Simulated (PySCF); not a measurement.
Gas-phase reaction: WF6 + H2 + O = WF5OH + HF

Method: PySCF energies (xtb for GFN2) plus ideal-gas RRHO corrections (1 bar). † marks an energy on the PBE0/def2-TZVP geometry and frequencies; other levels use their own. MP2 freezes the core. Open shells (unrestricted): O (multiplicity 3, electronic degeneracy 9); the rest are closed-shell singlets. GFN2 has no spin-polarisation term. Spin-orbit splitting is ignored; it lowers the true energy and changes the entropy of O. B3LYP is the form with VWN-RPA correlation. W: scalar-relativistic def2 core potential, no spin-orbit coupling. WF5OH: computed as isolated molecules; such fragments, hydroxides, amides, oligomers or adducts are transient or little studied in the gas. MP2 isn't extrapolated to the basis-set limit; its ΔH°(298 K) is -455.6 kJ in def2-SVP and -495.5 kJ in def2-TZVPP. The harmonic model lacks anharmonicity and excited electronic states, which grow with temperature; levels with a mode under 35 cm⁻¹ are left out. Soft modes under 120 cm⁻¹ make the harmonic entropy rough for WF5OH. Warning, point group unlike the PBE0 one: WF5OH (GFN2-xTB).

ΔH° and ΔS° at 298 K: B3LYP/def2-TZVP† -449 kJ, -74 J/K; GFN2-xTB -729 kJ, -97 J/K; M06-2X/def2-TZVP† -472 kJ, -74 J/K; MP2/def2-SVP† -456 kJ, -74 J/K; r2SCAN/def2-TZVP† -455 kJ, -74 J/K; ωB97M-V/def2-TZVP† -463 kJ, -74 J/K.

Task: With the heat capacities included, give log10 K (1 bar) at 500, 600, 1000, 1200, 1800 K from B3LYP/def2-TZVP†, GFN2-xTB, M06-2X/def2-TZVP†, MP2/def2-SVP†, r2SCAN/def2-TZVP†, ωB97M-V/def2-TZVP†.

Result: 
| T (K) | B3LYP/def2-TZVP† | GFN2-xTB | M06-2X/def2-TZVP† | MP2/def2-SVP† | r2SCAN/def2-TZVP† | ωB97M-V/def2-TZVP† |
|---|---|---|---|---|---|---|
| 500 | 43.0 | 71.0 | 45.4 | 43.7 | 43.6 | 44.5 |
| 600 | 35.2 | 58.3 | 37.1 | 35.7 | 35.7 | 36.4 |
| 1000 | 19.4 | 32.8 | 20.6 | 19.8 | 19.7 | 20.2 |
| 1200 | 15.5 | 26.4 | 16.5 | 15.8 | 15.7 | 16.1 |
| 1800 | 8.9 | 15.8 | 9.6 | 9.1 | 9.1 | 9.3 |
